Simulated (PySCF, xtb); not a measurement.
AsH5, SMILES [AsH5]. Atoms are numbered in the order given.

```xyz
6

As     0.0000     0.0000     0.0000
H      0.0000     0.0000     1.6034
H      0.0000     0.0000    -1.6034
H      1.5291     0.0000     0.0000
H     -0.7646     1.3243     0.0000
H     -0.7646    -1.3243     0.0000
```
Charge 0, spin multiplicity 1.

Geometry: PBE0-D3(BJ)/def2-TZVP.

The numbers are results of IEF-PCM-PBE0/def2-TZVPD (PySCF 2.14.0), not measurements.

The values are the electrostatic part of the solvation free energy, E(continuum) − E(gas) at the gas-phase geometry, in a cavity of scaled van der Waals radii (PySCF's table); cavitation and dispersion terms are not included. In vacuum the orbital gap is 5.31 eV. The dipole moment in vacuum is 0.00 D.

Computed values in water (ε = 78.36), ethylethanoate (ε = 5.99), dichloromethane (ε = 8.93):
```tsv
solvent	ε	ΔG(elec) (kcal/mol)	dipole (D)	gap (eV)
water	78.36	-2.0	0.00	5.40
ethylethanoate	5.99	-1.5	0.00	5.37
dichloromethane	8.93	-1.6	0.00	5.38
```

For comparison, GFN2-xTB/ALPB(water) (xtb, at the GFN2-xTB geometry, all terms of that model) gives -1.2 kcal/mol.
